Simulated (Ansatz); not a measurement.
Reaction (redistribution): `BB[SiH3]` + `[OH][SnH2][F]` → `OBB[SiH3]` + `[F][SnH3]`

Isolated molecules relaxed with PBE0-D4/def2-TZVP in Ansatz; ΔE leaves out vibrations. CBS: MP2 limit from def2 TZ/QZ plus the TZ coupled-cluster correction, frozen cores. Functionals use def2-TZVPP. Elements past krypton have def2 core potentials. For Sn outer-core shells are correlated without core-valence functions, which leaves a few kJ/mol of doubt a bond. Each species was taken in one conformer, which may not be the lowest.

Is it downhill or uphill in electronic energy at CCSD(T)/CBS, and by how much? (Best estimate.)

Computed: Downhill: ΔE = -86.0 kJ/mol.

What do these levels give: r2SCAN-D4, r2SCANh-D4, PBE-QIDH, BHLYP, MP2/def2-SVP, CCSD/def2-SVP, MP2/def2-TZVPP, SCS-MP2/def2-TZVPP, CCSD/def2-TZVPP, MP2/def2-QZVPP, HF/CBS(def2), CCSD/CBS(def2)? (Best estimate.)

Computed: r2SCAN-D4 -86.5, r2SCANh-D4 -89.4, PBE-QIDH -95.7, BHLYP -96.8, MP2/def2-SVP -119.7, CCSD/def2-SVP -124.1, MP2/def2-TZVPP -91.5, SCS-MP2/def2-TZVPP -91.6, CCSD/def2-TZVPP -96.3, MP2/def2-QZVPP -85.7, HF/CBS(def2) -96.7, CCSD/CBS(def2) -87.4 kJ/mol.

What do rigid-rotor, harmonic-oscillator terms from PBE0-D4/def2-TZVP frequencies (298.15 K, 1 bar) make of the CCSD(T)/CBS value? (Best estimate.)

The calculation gave: ΔZPE = +4.1 kJ/mol, ΔH = -83.8 kJ/mol, ΔS = -22 J/(mol·K), ΔG = -77.2 kJ/mol.

Largest T1 diagnostic among the species: 0.015.

From BLYP to BHLYP (50 % exact exchange), in def2-TZVPP and without D4, ΔE moves by −10.1 kJ/mol. Leaving LDA and LC-ωPBE aside and taking each functional with its dispersion term where it has one, the values, not all of them listed here, spread over 10.3 kJ/mol, from CAM-B3LYP-D4 to BLYP-D4. LDA lies −12.4 kJ/mol from PBE without D4.
